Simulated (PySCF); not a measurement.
Isomers of C2H6N2. Isolated molecules, 0 K electronic values unless said otherwise. One relaxed conformer stands for each flexible species; it need not be the lowest. Strings in code marks are SMILES.

Level of theory: PBE-D3(BJ)/def2-TZVP // B3LYP-D3(BJ)/def2-TZVP (PySCF). All candidates: neutral, multiplicity 1. Delta-SCF ions had no search for a lower state. 

The vertical ionisation energy (Delta-SCF) is 7.76 eV, the HOMO is -4.53 eV and the HOMO–LUMO gap comes out as 4.73 eV.

**Question.** Identify which member has these values.
(A) `C1NCN1`
(B) `[H]/N=C(/C)N`
(C) `C=C(N)N`
(D) `C/N=C/N`

**Answer.** C, `C=C(N)N`. The others give `C1NCN1`: 7.99 eV, -4.64 eV, 5.01 eV; `[H]/N=C(/C)N`: 9.20 eV, -5.66 eV, 5.47 eV; `C/N=C/N`: 8.77 eV, -5.43 eV, 5.27 eV
